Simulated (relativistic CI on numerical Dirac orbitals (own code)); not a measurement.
**Crystal-field levels of Nb3+, 4d2**

Calculated by Dirac-Coulomb-Breit CI, KLI orbitals optimised for each configuration, a model potential for QED, valence Slater integrals scaled by 0.7, one configuration in a parametric crystal field (own radial code).

Field parameters in Wybourne normalisation: D4h B²₀ = −7Ds, B⁴₀ = 21(Dq − Dt), B⁴₄ = 21√(5/14) Dq. The field is a parameter set, without covalency.

S and J are read from ⟨S²⟩ = S(S + 1) and ⟨J²⟩ = J(J + 1) of each level; they are not fictitious spins.

D4h, 10Dq = 36250, Ds = -1500, Dt = -290 cm⁻¹, the lowest 16 levels:

```
E (cm⁻¹)  Degeneracy  Irrep     S     J
     0.0           1     B1  1.00  2.69
     9.0           1     B2  1.00  2.72
     317           2      E  1.00  2.98
     581           1     A1  1.00  3.19
     712           1     A2  1.00  3.36
    3372           2      E  1.00  3.15
    3393           1     A1  1.00  3.23
    6462           1     A1  0.02  3.20
    8020           2      E  0.01  3.18
   11059           1     B2  0.00  3.18
   11113           1     B1  0.00  3.23
   20154           1     A1  0.01  2.75
   35964           1     B1  1.00  2.97
   35970           1     B2  1.00  2.94
   36173           2      E  1.00  3.13
   36392           1     A1  1.00  3.33
```

D4h, 10Dq = 36250, Ds = -1090, Dt = -290 cm⁻¹, the lowest 10 levels:

```csv
E (cm⁻¹),Degeneracy,Irrep,S,J
0.0,1,B1,1.00,2.70
9.9,1,B2,1.00,2.72
294,2,E,1.00,2.94
527,1,A1,1.00,3.08
715,1,A2,1.00,3.36
2199,2,E,1.00,3.18
2258,1,A1,1.00,3.33
7243,1,A1,0.01,3.22
8024,2,E,0.01,3.18
9841,1,B2,0.01,3.19
```

D4h, 10Dq = 36250, Ds = -680, Dt = -290 cm⁻¹, the lowest 10 levels:

| E (cm⁻¹) | Degeneracy | Irrep | S | J |
| --- | --- | --- | --- | --- |
| 0.0 | 1 | B1 | 1.00 | 2.70 |
| 11.1 | 1 | B2 | 1.00 | 2.73 |
| 196 | 2 | E | 1.00 | 2.81 |
| 299 | 1 | A1 | 1.00 | 2.79 |
| 718 | 1 | A2 | 1.00 | 3.36 |
| 1097 | 2 | E | 1.00 | 3.30 |
| 1292 | 1 | A1 | 1.00 | 3.58 |
| 7868 | 1 | A1 | 0.01 | 3.23 |
| 8030 | 2 | E | 0.01 | 3.18 |
| 8624 | 1 | B2 | 0.01 | 3.19 |

D4h, 10Dq = 36250, Ds = -270, Dt = -290 cm⁻¹, the lowest 10 levels:

```json
{"E (cm⁻¹)": "0.0", "Degeneracy": "1", "Irrep": "A1", "S": "1.00", "J": "2.76"}
{"E (cm⁻¹)": "63.8", "Degeneracy": "2", "Irrep": "E", "S": "1.00", "J": "2.82"}
{"E (cm⁻¹)": "491", "Degeneracy": "1", "Irrep": "B1", "S": "1.00", "J": "2.70"}
{"E (cm⁻¹)": "504", "Degeneracy": "1", "Irrep": "B2", "S": "1.00", "J": "2.73"}
{"E (cm⁻¹)": "1014", "Degeneracy": "2", "Irrep": "E", "S": "1.00", "J": "3.29"}
{"E (cm⁻¹)": "1213", "Degeneracy": "1", "Irrep": "A2", "S": "1.00", "J": "3.36"}
{"E (cm⁻¹)": "1379", "Degeneracy": "1", "Irrep": "A1", "S": "1.00", "J": "3.60"}
{"E (cm⁻¹)": "7901", "Degeneracy": "1", "Irrep": "B2", "S": "0.01", "J": "3.19"}
{"E (cm⁻¹)": "7955", "Degeneracy": "1", "Irrep": "B1", "S": "0.01", "J": "3.23"}
{"E (cm⁻¹)": "8530", "Degeneracy": "2", "Irrep": "E", "S": "0.01", "J": "3.18"}
```

D4h, 10Dq = 36250, Ds = 140, Dt = -290 cm⁻¹, the lowest 10 levels:

```tsv
E (cm⁻¹)	Degeneracy	Irrep	S	J
0.0	1	A1	1.00	2.87
58.2	2	E	1.00	2.95
1598	1	B1	1.00	2.71
1613	1	B2	1.00	2.73
2037	2	E	1.00	3.17
2326	1	A2	1.00	3.37
2398	1	A1	1.00	3.51
7798	1	B2	0.01	3.19
7852	1	B1	0.01	3.23
9648	2	E	0.01	3.18
```

The free-ion ground term has S = 1. Every field shown keeps that spin.

Levels of this model without a field, named by their leading LS term (the scale mimics covalency, so terms lie below those of the real free ion): ³F2 0, ³F3 986, ³F4 2131, ¹D2 7930, ³P0 8630, ³P1 9019, ³P2 10019, ¹G4 12021 cm⁻¹.
